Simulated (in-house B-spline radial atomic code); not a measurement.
F⁶⁺. Computed with a B-spline radial atomic code. Model: all-electron spherical atom, spin shells full or empty, radial basis limit, no spin-orbit coupling, Breit or QED, empty-state partial waves extrapolated as (l+1/2)^-4, RPA, G0W0 and static COHSEX of the highest shell as one setting changes (uncorrelated shells keep exact exchange).

Empty levels are discrete states of a finite basis, so the steps are uneven.

Given: element F; charge 6; filled core He; hamiltonian non-relativistic; mean-field start PBE0; highest l of empty states 9; lowest nl shells left uncorrelated 0; highest mean-field shell 2s up; box radius 9.29 bohr.

Shell: 2s 1 0 (electrons up and down).

| highest empty level kept (hartree) | RPA correlation energy (hartree) | G0W0 level (eV) | G0W0 minus most complete (meV) | COHSEX level (eV) | linearised minus solved G0W0 (meV) |
| --- | --- | --- | --- | --- | --- |
| 16.33 | -0.066552 | -186.67 | 181.4 | -189.25 | 72.4 |
| 32.67 | -0.079823 | -186.72 | 134.7 | -189.5 | 72.9 |
| 57.17 | -0.094309 | -186.76 | 95.2 | -189.66 | 73.4 |
| 98 | -0.11361 | -186.79 | 65.8 | -189.74 | 73.8 |
| 163.33 | -0.12689 | -186.81 | 41.2 | -189.81 | 74.1 |
| 294 | -0.13619 | -186.83 | 22.5 | -189.87 | 74.3 |
| 490 | -0.14161 | -186.84 | 11 | -189.9 | 74.5 |
| 980 | ? | ? | ? | ? | ? |
| 1960 | ? | ? | ? | ? | ? |
| 4083.3 | -0.14655 | -186.85 | 0.5 | -189.93 | 74.6 |
| 9800 | -0.14668 | -186.85 | 0.1 | -189.93 | 74.6 |
| 32667 | -0.1467 | -186.85 | 0 | -189.93 | 74.6 |

Problem. What follows for highest empty level kept = 1960?

Solution. RPA correlation energy -0.14606 hartree; G0W0 level -186.85 eV; G0W0 minus most complete 1.6 meV; COHSEX level -189.93 eV; linearised minus solved G0W0 74.6 meV.

Problem. What follows for highest empty level kept = 980?

Solution. RPA correlation energy -0.14474 hartree; G0W0 level -186.85 eV; G0W0 minus most complete 4.4 meV; COHSEX level -189.92 eV; linearised minus solved G0W0 74.6 meV.
